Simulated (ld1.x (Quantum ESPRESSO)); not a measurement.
An all-electron radial function and its pseudo partner (aluminium)

Columns: radius, all-electron u(r) and pseudo u(r) of the 3s shell (level -7.69 eV) of aluminium in the configuration [Ne] 3s2 3p1; PBEsol, non-relativistic, RRKJ scheme, ld1.x (Quantum ESPRESSO) 7.5.

```tsv
r (bohr)	all-electron	pseudo
0.108	0.1071	0.0207
0.215	-0.1070	0.0421
0.322	-0.2552	0.0651
0.430	-0.2950	0.0909
0.538	-0.2533	0.1202
0.645	-0.1652	0.1537
0.752	-0.0552	0.1923
0.860	0.0616	0.2370
0.968	0.1742	0.2873
1.075	0.2763	0.3417
1.182	0.3661	0.3991
1.290	0.4436	0.4571
1.398	0.5082	0.5122
1.505	0.5601	0.5607
1.612	0.6010	0.6008
1.720	0.6320	0.6319
1.828	0.6536	0.6536
1.935	0.6667	0.6667
2.042	0.6726	0.6726
2.150	0.6723	0.6723
2.258	0.6667	0.6667
2.365	0.6568	0.6568
2.472	0.6432	0.6432
2.580	0.6266	0.6266
2.688	0.6076	0.6076
2.795	0.5870	0.5870
```

Problem. How many radial nodes do the two functions have?

Solution. The all-electron 3s function has n − l − 1 = 2; the pseudo-wave has 0, since the states of the same l below it are removed with the core.

Problem. At about which radius was the pseudo-wave matched?

Solution. 2.00 bohr. The columns agree to 0.0005 from 1.61 bohr on; several derivatives are matched, so the curves merge somewhat inside the radius.

Problem. Where does each function peak?

Solution. Outermost all-electron maximum near 2.04 bohr, pseudo maximum near 2.04 bohr (to the table’s step).

Problem. Is the pseudo-wave norm-conserving?

Solution. Yes: the RRKJ scheme keeps the norm inside the radius equal to the all-electron one, which fixes the energy derivative of the logarithmic derivative at the level.
